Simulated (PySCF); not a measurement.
## How the method changes the constants of ZnP

State: ⁴Σ⁻ (quartet), unpaired electrons σ ↑, π ↑↑. Set-up: basis Zn def2-SVPD, P def2-SVPD; no relativity; PySCF 2.14. De refers to Zn + P in their high-spin ground configurations, without counterpoise correction. The functionals are run spin-unrestricted. A positive dipole means Zn(−)P(+).

| Level | Re (Å) | ωe (cm⁻¹) | De (eV) | μ (D) |
| --- | --- | --- | --- | --- |
| UHF | 2.495 | 202 | 0.044 | -1.35 |
| UHF-MP2 | 2.438 | 231 | 0.320 | n/a |
| UHF-SCS-MP2 | 2.465 | 217 | 0.221 | n/a |
| PBE | 2.426 | 241 | 0.82 | -0.59 |
| r²SCAN | 2.385 | 263 | 0.90 | -0.84 |
| PBE0 | 2.422 | 246 | 0.71 | -0.83 |
| M06 | 2.504 | 192 | 0.50 | -0.36 |
| MN15 | 2.458 | 198 | 0.56 | -0.10 |
| BHandHLYP | 2.464 | 222 | 0.445 | -0.91 |
| CAM-B3LYP | 2.425 | 235 | 0.55 | -0.77 |

What does the step from GGA to meta-GGA do here, going from PBE to r²SCAN?

r²SCAN less PBE: -4.1 pm in Re, +9.1 % in ωe, +0.08 eV in De. 

What does second-order correlation do here, going from UHF to UHF-MP2?

UHF-MP2 less UHF: -5.7 pm in Re, +14.4 % in ωe, +0.28 eV in De. Correlation nearly always deepens the well. The bond shortens, as in weak, metallic or heavy-atom bonds, where dispersion and the correlation of outer-core electrons pull the atoms together.

Correlated steps freeze 10 core orbitals. Correlated levels converge slowly with the basis: in double zeta they bind strong bonds too weakly, by up to about 1 eV, and carry superposition errors of some tenths. The state was picked by a PBE0 search and need not be the measured ground state.

The whole job (state search and all levels along the bond) took about 3.4 min on 1 thread of Oxide Virtual Turin-like (shared host), peak memory 0.85 GiB.
